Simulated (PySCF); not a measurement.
## Ne⁺ (neon, charge +1): TPSS calculation

Configuration: [He] 2s2 2p5, 2P determinant. Computed with PySCF 2.14 in def2-TZVP, with no relativity, point nucleus.

```
Total energy                                                  : -128.1843 hartree
One-electron energy                                           : -175.0565 hartree
Hartree (Coulomb) energy                                      : 58.8784 hartree
Exchange-correlation energy                                   : -12.0062 hartree
Kinetic energy                                                : 127.86461 hartree
⟨S²⟩                                                          : 0.7510
⟨L²⟩                                                          : 2.005
Sum of ⟨r⟩                                                    : 6.454 bohr
Sum of ⟨r²⟩                                                   : 6.908 bohr²
Traceless quadrupole moment −½Σ⟨3z² − r²⟩ along its main axis : 0.417 e·bohr²
Density at the nucleus (Gaussians lack the cusp)              : 606 bohr⁻³
Spin density at the nucleus                                   : -0.0784 bohr⁻³
Langevin diamagnetic susceptibility                           : -5.47 ×10⁻⁶ cm³/mol
Time after the integrals                                      : 0.31 s of wall time on 1 thread of Neoverse-V2 (shared host)
```

| shell | electrons | mean orbital energy (eV) | spread (eV) | rms radius, mean of both spins (bohr) |
| --- | --- | --- | --- | --- |
| 1s α | 1 | -857.41 | 0 | 0.183 |
| 1s β | 1 | -856.34 | 0 | 0.183 |
| 2s α | 1 | -57.371 | 0 | 0.949 |
| 2s β | 1 | -54.803 | 0 | 0.949 |
| 2p α | 3 | -33.469 | 3.142 | 1.00 |
| 2p β | 2 | -31.537 | 0 | 1.00 |
